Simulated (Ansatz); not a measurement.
Basis-set extrapolation for `O[CH]([AlH2])[SiH3]` (PBE0-D4/def2-TZVP geometry, frozen core, Ansatz). Multiplicity 1, RHF reference.

|  | def2-TZVPP | def2-QZVPP |
| --- | --- | --- |
| HF | -647.680366 | -647.702330 |
| MP2 correlation | -0.626216 | -0.672458 |
| CCSD(T) correlation | -0.699319 | not run |

Energies in hartree. Use E(X) = E(∞) + A·exp(−7.88·√X) for Hartree–Fock and E(X) = E(∞) + B·X^(−2.97) for correlation, with X = 3 and 4, and add CCSD(T) minus MP2 of the smaller set to the MP2 limit.

Task: What is the CCSD(T) energy at the basis-set limit?

Result: HF limit: -647.702330 + (-0.021964) × 0.13774 = -647.70536. MP2 limit: -0.672458 + (-0.046242) × 0.74074 = -0.70671. Higher-order term: -0.699319 − (-0.626216) = -0.07310. Total: -648.48517 hartree, 277.0 kJ/mol below CCSD(T)/def2-TZVPP.
